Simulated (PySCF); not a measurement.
**Where the electron goes**

C4H8F2O2.
Z-matrix (Å and degrees, PBE0-D3(BJ)/def2-SVP geometry), rows numbered from 1:
```
C 
O   1  1.4059
C   2  1.3595  1  114.83
F   3  1.3719  2  110.85  1    69.80
C   3  1.5180  2  108.12  1  -171.60
F   5  1.3721  3  108.27  2  -172.86
O   5  1.3599  3  108.23  2    66.92
C   7  1.4061  5  114.75  3  -169.57
H   1  1.1058  2  111.15  3    58.50
H   1  1.0973  2  107.28  3   177.40
H   1  1.1022  2  111.48  3   -63.09
H   3  1.1089  2  112.53  1   -50.09
H   5  1.1087  3  109.77  2   -56.23
H   8  1.0972  7  107.31  5   178.37
H   8  1.1024  7  111.53  5   -62.23
H   8  1.1055  7  111.12  5    59.37
```

Method: PySCF 2.14.0, density-fitted response routines, TDDFT CAM-B3LYP/def2-SVPD, vertical, gas phase, core orbitals frozen in the response.

Kohn–Sham orbitals with the atoms that hold most of them (Löwdin shares over 4%, at most four atoms; ? is withheld):

| orbital | ε (eV) | atoms |
| --- | --- | --- |
| HOMO-3 | -11.24 | O2 23%, O7 23%, C1 7%, C8 7% |
| HOMO-2 | -10.77 | O2 13%, O7 13%, C5 13%, C3 13% |
| HOMO-1 | -10.31 | O7 29%, O2 26%, C8 7%, C1 6% |
| HOMO | -9.94 | ? |
| LUMO | 1.35 | ? |
| LUMO+1 | 1.53 | C1 16%, C8 16%, H9 8%, H16 8% |
| LUMO+2 | 2.12 | O7 18%, O2 18%, H12 11%, H13 11% |

Q: Give the leading atoms of the HOMO.

A: O2 (bonded to 2 C) 32%; O7 (bonded to 2 C) 30%; C1 (bonded to O and 3 H) 7%; C8 (bonded to O and 3 H) 7%. By element: oxygen 61%, carbon 14% or more.

Q: Give the leading atoms of the LUMO.

A: C1 (bonded to O and 3 H) 18%; C8 (bonded to O and 3 H) 18%; O2 (bonded to 2 C) 6%; H16 (bonded to C) 6%. By element: carbon 35% or more, oxygen 6% or more, hydrogen 6% or more.

Q: How does S1 compare with the orbital gap of 11.29 eV?

A: S1 is at 8.30 eV (f = 0.027), 2.99 eV below the gap, made of HOMO→LUMO (69%), HOMO-1→LUMO+1 (20%). Without the coupling terms of the response equations the lowest excitation would equal the gap.

Next come S2 at 8.39 eV (f 0.0020), HOMO→LUMO+1 (52%), HOMO-1→LUMO (38%); S3 at 8.99 eV (f 0.031), HOMO→LUMO+4 (43%), HOMO→LUMO+3 (28%), HOMO-1→LUMO+1 (11%); S4 at 9.01 eV (f 0.0006), HOMO→LUMO+2 (66%), HOMO→LUMO+1 (11%); S5 at 9.14 eV (f 0.0096), HOMO-1→LUMO+4 (30%), HOMO→LUMO+5 (28%), HOMO→LUMO+2 (15%).

Löwdin shares depend on the basis, the more so with diffuse functions.

One conformer stands for the species.

Without π bonds the low states are Rydberg-like; a valence basis with one diffuse set may place them up to an eV too high.
